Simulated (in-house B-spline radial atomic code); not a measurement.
Configurations of the cerium ion Ce⁵⁺, with energies counted from [Kr] 4d10 5s2 5p5. Method: scalar-relativistic (X2C) PBE0, spin-polarised, spherical fractional occupations, exact exchange averaged over the configuration, Fermi nucleus of rms radius 4.8771 fm. Calculated with a B-spline radial code for spherical atoms. Shells without spins written out take the highest spin.

Occupations are held fixed; configurations that lie above the ionisation limit could autoionise.

```
                    configuration  E - E(ref) (eV)  highest orbital  its <r> (bohr)
            [Kr] 4d10 4f1 5s1 5p5           30.903            4f up          0.9766
            [Kr] 4d10 5s2 5p4 6s1           34.622            6s up           2.852
            [Kr] 4d10 5s1 5p5 5d1           44.612            5d up           1.955
             [Kr] 4d9 5s2 5p5 6d1           152.77            6d up           3.852
[Ar] 3d9 4s2 4p6 4d10 5s2 5p5 6p1           924.22            6p up           3.135
```

Order these further configurations by energy, lowest first.
A. [Ar] 3d9 4s2 4p6 4d10 4f1 5s2 5p5
B. [Kr] 4d10 5s2 5p4 6p1
C. [Kr] 4d10 5s2 5p4 5d1
D. [Kr] 4d9 4f1 5s2 5p5
E. [Kr] 4d10 4f1 5s2 5p4

E (11.564 eV), C (24.497 eV), B (41.134 eV), D (107.19 eV), A (885.59 eV).
